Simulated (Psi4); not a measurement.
A dimer, AlCl3 ··· H4OSi (SMILES [Cl][Al]([Cl])[Cl] and O[SiH3]); the first 4 atoms form monomer A.

```
10

Al    -0.0003     0.0002    -0.0001
Cl    -1.7532    -1.0995    -0.1721
Cl     0.0904     1.9358    -0.7466
Cl     1.6632    -0.8364     0.9188
Si    -1.4439     0.5731     4.0706
O     -0.9041     1.0427     2.5809
H     -0.5239     1.0125     5.1491
H     -2.7904     1.1244     4.3633
H     -1.5032    -0.9010     4.0315
H     -0.7967     1.9802     2.4050
```

Problem. What interaction energy does SAPT0/jun-cc-pVDZ, frozen core (Psi4) give, and which attractive term is the largest?

Solution. Total -9.49 kcal/mol: electrostatics -9.36, exchange 4.58, induction -2.41, dispersion -2.30. The most attractive term is electrostatics.
